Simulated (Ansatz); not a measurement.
Geometry optimisation, Ansatz 0.2.0, RKS BLYP/6-31G.

Input:

```yaml
crystal:
  periodic: [false, false, false]
  atoms:
    - { symbol: Si, position_ang: [-0.873871, -0.154871, 0.435266] }
    - { symbol: S, position_ang: [2.330228, -0.366144, -0.863841] }
    - { symbol: "N", position_ang: [-1.110873, -0.422869, -1.187421] }
    - { symbol: H, position_ang: [1.168088, -0.38942, -1.605085] }
    - { symbol: O, position_ang: [-0.508681, 1.420579, 1.021569] }
    - { symbol: O, position_ang: [-0.995205, -1.13506, 1.84423] }
    - { symbol: H, position_ang: [2.667789, 0.943873, -1.210322] }
    - { symbol: H, position_ang: [-1.459034, -1.321699, -1.549187] }
    - { symbol: H, position_ang: [-0.457923, 2.17578, 0.392628] }
    - { symbol: H, position_ang: [-0.760618, -0.750169, 2.722263] }
basis:
  gaussian: { orbitals: "6-31G" }
hamiltonian:
  xc: blyp
relax:
  f_tol: 0.03
  max_steps: 50
output:
  orbitals: {}
```

Launched with:

```bash
$ ansatz run input.yaml --threads 1 --pin off --max-ram 2048MiB --backend cpu --events-out ev --progress --plain --runs-dir out
```

Where does it end, and by what steps?

It converged. Limits of this set-up: no polarisation functions. After 27 steps the energy has fallen by 1.245 eV; H9 moved furthest, 2.30 Å. Parted: S2–H4, O5–H9. Joined: S2–H9, N3–H4.

```
step  energy less start (eV)  largest force component (eV/Å)  accepted
   0                  0.0000                           0.559       yes
   1                 -0.0153                           0.115       yes
   2                 -0.0292                           0.402       yes
   3                 -0.0542                           0.346       yes
   4                 -0.0769                           0.435       yes
   5                 -0.1090                           0.431       yes
   6                 -0.1369                           0.252       yes
   7                 -0.1556                           0.678       yes
   8                 -0.1937                           0.328       yes
   9                 -0.2310                           0.350       yes
  10                 -0.2793                           0.368       yes
  11                 -0.3351                           0.232       yes
  12                 -0.3791                           0.150       yes
  13                 -0.4042                           0.227       yes
  14                 -0.4378                           0.377       yes
  15                 -0.5253                           0.548       yes
  16                 -0.5913                           1.505       yes
  17                 -0.6711                           0.996       yes
  18                 -0.7238                           0.767       yes
  19                 -0.8817                           0.615       yes
  20                 -0.9697                           1.137       yes
  21                 -1.0550                           1.949       yes
  22                 -1.1988                           0.407       yes
  23                 -1.2099                           0.804       yes
  24                 -1.2020                           0.550        no
  25                 -1.2363                           0.113       yes
  26                 -1.2424                           0.112       yes
  27                 -1.2451                           0.026       yes
```

```xyz
10
Properties=species:S:1:pos:R:3
Si -0.671 -0.185 0.735
S 2.466 1.135 -1.148
N -0.380 -1.228 -0.607
H 0.420 -1.067 -1.220
O 0.200 1.112 1.190
O -2.085 -0.813 1.476
H 1.843 2.144 -1.879
H -0.976 -2.022 -0.828
H 1.644 1.320 -0.002
H -2.461 -0.398 2.284
```

Whether the end is a true minimum wasn't checked by a vibrational analysis.

Time of the run: 2.6 min on 1 thread of AMD EPYC 7R43 64-Core Processor (Zen 3), on a shared host, peak memory 0.17 GiB.
